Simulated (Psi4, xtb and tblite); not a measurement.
Torsional profile of C5H14SeSi, SMILES [SeH][SiH2]CC(C)(C)C. Scanned: dihedral C5–Si6–Se7–H21; all other coordinates were relaxed at GFN2-xTB. Points at φ and −φ are mirror images.

Geometry of the scan point at -20° (Å):
```
21

C      1.8436    -0.9454     0.9057
C      0.7796    -0.1017     0.1933
C      1.2116     0.1253    -1.2547
C      0.6530     1.2438     0.9064
C     -0.5505    -0.8624     0.2441
Si    -2.0490    -0.0474    -0.5929
Se    -3.8435    -1.4326    -0.1866
H      1.5639    -1.1225     1.9421
H      2.8048    -0.4363     0.8954
H      1.9641    -1.9085     0.4139
H      0.5216     0.7938    -1.7635
H      2.2031     0.5719    -1.2872
H      1.2444    -0.8162    -1.7985
H      1.6208     1.7382     0.9548
H     -0.0357     1.8982     0.3781
H      0.2889     1.1078     1.9223
H     -0.8048    -1.0459     1.2923
H     -0.4028    -1.8472    -0.2100
H     -2.4615     1.2292    -0.0154
H     -1.9282     0.0513    -2.0478
H     -3.0800    -2.6072     0.1146
```

- GFN2-xTB (xtb and tblite)
- PBE/def2-SVP // GFN2-xTB (Psi4)
- PBE-D3(BJ)/def2-SVP // GFN2-xTB (Psi4)

Least-squares fit of E(φ) = a0 + Σ (a_n cos nφ + b_n sin nφ), n = 1 to 4, to the 18 scan points, in kJ/mol above the lowest point of each profile (levels whose profile four harmonics don't fit are not listed):

```tsv
method	a0	a1	b1	a2	b2	a3	b3	a4	b4	rms of fit
GFN2-xTB	1.21	-0.19	0.00	-0.80	0.00	0.62	0.00	-0.01	0.00	0.02
PBE/def2-SVP	2.23	0.04	0.00	0.76	0.00	1.89	0.00	0.02	0.00	0.03
PBE-D3(BJ)/def2-SVP	2.23	-0.13	0.00	0.60	0.00	1.89	0.00	0.02	0.00	0.03
```
